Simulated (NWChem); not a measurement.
Molecule: WOF4; SMILES [F][W](=[O])([F])([F])[F]

No frequency run checked for a minimum. def2 effective core potentials on W; no spin-orbit coupling.

Q: Give the equilibrium geometry at PBE0/def2-SVP with def2 effective core potentials on W (NWChem) as a Z-matrix, with the point group.

A: point group C3v; any orientation.
```
W
O 1 1.6985
F 1 1.8319 2 94.23
F 1 1.8321 2 94.13 3 119.81
F 1 1.8324 2 93.98 4 120.16
F 1 1.9201 3 86.04 2 179.79
```
